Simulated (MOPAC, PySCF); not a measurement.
C$_{2}$H$_{5}$GeI$_{3}$, SMILES `C[CH2][Ge]([I])([I])[I]` (C–C–Ge–I torsion 180°), neutral singlet in the gas phase. 

Z-matrix (Å, degrees):
```
C
H 1 1.1018
H 1 1.1018 2 107.88
C 1 1.5247 2 112.49 3 -124.66
H 4 1.1009 1 111.49 2 -179.29
H 4 1.1009 5 107.94 1 -122.74
H 4 1.1021 5 107.74 6 -116.11
Ge 1 1.9718 2 105.00 3 111.56
I 8 2.5430 1 109.74 2 -56.79
I 8 2.5462 1 109.78 2 -176.87
I 8 2.5463 1 109.72 2 63.37
```
Charge 0, spin multiplicity 1.

All levels are single points at this geometry (B3LYP-D3(BJ)/def2-SVP); Pople sets use spherical d functions. Orbital energies aren't observables, and empty levels follow the basis.

```tsv
level	HOMO (eV)	LUMO (eV)	gap (eV)	dipole (D)	vertical IE, Delta-SCF (eV)
PBE-D3(BJ)/def2-TZVP in PySCF	-6.39	-3.35	3.04	2.26	–
ωB97X-D3(BJ)/def2-TZVP in PySCF	-9.81	-0.76	9.05	2.25	9.76
B3LYP/6-311+G** (LANL2DZ on Ge, I) in PySCF	-7.45	-3.02	4.43	2.71	–
B3LYP/6-31G* (LANL2DZ on I) in PySCF	-7.30	-2.82	4.49	3.05	9.14
B3LYP/LANL2DZ in PySCF	-7.43	-3.01	4.42	3.09	–
M06-2X/6-31G* (LANL2DZ on I) in PySCF	-8.50	-1.72	6.78	2.99	–
PBE/6-31G* (LANL2DZ on I) in PySCF	-6.44	-3.35	3.09	3.08	8.80
SVWN5/6-31G* (LANL2DZ on I) in PySCF	-6.49	-3.52	2.98	3.04	8.86
HF/6-31G* (LANL2DZ on I) in PySCF	-10.04	0.61	10.65	3.22	9.66
AM1 in MOPAC	-10.89	-2.67	8.22	2.16	–
PM3 in MOPAC	-10.08	-3.50	6.58	2.51	–
PM6 in MOPAC	-9.97	-2.51	7.46	2.60	–
PM7 in MOPAC	-9.51	-2.30	7.20	4.06	–
```
